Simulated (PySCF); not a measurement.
**C4H7F2OSi: g tensor and hyperfine couplings**

Species: C4H7F2OSi (doublet state).
Z-matrix (Å and degrees, GFN2-xTB geometry), rows numbered from 1:
```
F 
C   1  1.3720
C   2  1.5339  1  110.20
C   3  1.5444  2  112.43  1    61.74
O   4  1.4036  3  111.96  2   134.61
Si  5  1.6371  4  118.02  3   -13.58
C   3  1.4851  2  111.74  1  -179.37
F   7  1.3448  3  117.37  2    53.08
H   2  1.0947  1  107.02  3  -120.70
H   2  1.0950  1  107.04  3   121.11
H   3  1.1004  2  106.70  1   -58.66
H   4  1.0931  3  110.96  2  -105.14
H   4  1.0957  3  109.89  2    14.29
H   6  1.4576  5  107.97  4   125.95
H   6  1.4623  5  111.31  4  -107.94
```

The hyperfine couplings belong to this conformer and change with its torsions.

Identity: `FC[C@H]1CO[SiH2][C]1F` [radical].

Computed with PySCF 2.14.0, UKS B3LYP, pcH-1 on C F H O Si, non-relativistic, mean-field spin-orbit, GIAO. Isolated species at its GFN2-xTB geometry (one conformer only). Couplings are sensitive to structure, and on GFN2-xTB geometries they can be far from those on DFT ones. The SCF solution wasn't tested for stability.

```json
{
 "g1, g2, g3": "2.00223, 2.00480, 2.00523",
 "g_iso": "2.00409",
 "Form of g": "close to axial: the two nearest values differ by 14 % of g3 − g1",
 "⟨S²⟩": "0.7538 (exact 0.7500)",
 "HOMO–LUMO gap, α and β orbitals": "5.71, 5.59 eV",
 "Basis functions": "280"
}
```

Hyperfine couplings atom by atom, in G; T1 to T3 are the principal values of the dipolar part; ρ(0) is the spin density at the nucleus (MHz turned into gauss with g_iso; 10 G = 1 mT):

| atom | isotope | a_iso | of which spin–orbit | T1 | T2 | T3 | Mulliken spin population | ρ(0) (bohr⁻³) |
| --- | --- | --- | --- | --- | --- | --- | --- | --- |
| F1 | 19F | 1.0 | 0.0 | -5.0 | -3.9 | 8.9 | 0.00 | 0.0007 |
| C2 | 13C | 22.3 | 0.0 | -1.4 | -1.2 | 2.6 | 0.03 | 0.0556 |
| C3 | 13C | -10.5 | 0.0 | -0.7 | -0.1 | 0.8 | -0.07 | -0.0262 |
| C4 | 13C | 0.2 | 0.0 | -0.4 | -0.2 | 0.6 | 0.00 | 0.0004 |
| O5 | 17O | -0.2 | 0.0 | -1.7 | 0.8 | 0.9 | 0.01 | 0.0010 |
| Si6 | 29Si | 14.7 | 0.0 | -0.8 | -0.7 | 1.6 | -0.02 | -0.0465 |
| C7 | 13C | 33.0 | 0.0 | -28.4 | -27.1 | 55.5 | 0.88 | 0.0823 |
| F8 | 19F | 51.6 | 0.2 | -91.2 | -79.5 | 170.7 | 0.07 | 0.0343 |
| H9 | 1H | -1.0 | 0.0 | -1.2 | -0.8 | 2.0 | 0.00 | -0.0006 |
| H10 | 1H | -1.2 | 0.0 | -1.7 | -0.7 | 2.3 | 0.00 | -0.0007 |
| H11 | 1H | 44.8 | 0.0 | -1.8 | -1.2 | 3.0 | 0.06 | 0.0281 |
| H12 | 1H | -0.7 | 0.0 | -0.7 | -0.6 | 1.3 | 0.00 | -0.0004 |
| H13 | 1H | -0.3 | 0.0 | -0.8 | -0.7 | 1.6 | 0.00 | -0.0002 |
| H14 | 1H | 14.4 | 0.0 | -1.1 | -0.7 | 1.8 | 0.02 | 0.0090 |
| H15 | 1H | 12.6 | 0.0 | -1.2 | -0.7 | 1.9 | 0.02 | 0.0079 |

The Mulliken spin populations are largest on C7 (+0.88), F8 (+0.07), C3 (-0.07) and H11 (+0.06). C7 is the only atom above +0.15. The positive populations add up to 1.09 and the negative ones to -0.09, together 2S = 1. The angles at C7 add up to 359.9°, so it is planar.

Axes: g2 points within 2° of the C7–F8 bond.

Under fast tumbling the dipolar parts average out, and these isotropic splittings remain (the largest six): 1 × 19F (F8, I = 1/2, 2 lines) with 5.16 mT, 1 × 1H (H11, I = 1/2, 2 lines) with 4.48 mT, 1 × 1H (H14, I = 1/2, 2 lines) with 1.44 mT, 1 × 1H (H15, I = 1/2, 2 lines) with 1.26 mT, 1 × 1H (H10, I = 1/2, 2 lines) with 0.12 mT and 1 × 19F (F1, I = 1/2, 2 lines) with 0.10 mT.

The 13C coupling of C7 (92.6 MHz) shows only in satellite lines or after enrichment, since that isotope makes up about 1.07 % of natural carbon.

The 29Si coupling of Si6 (41.2 MHz) shows only in satellite lines or after enrichment, since that isotope makes up about 4.7 % of natural silicon.

β density exceeds α density at some nuclei, such as Si6 (-0.0465) and C3 (-0.0262), spin density in bohr⁻³. In a single determinant that takes different orbitals for the two spins, that is spin polarisation.
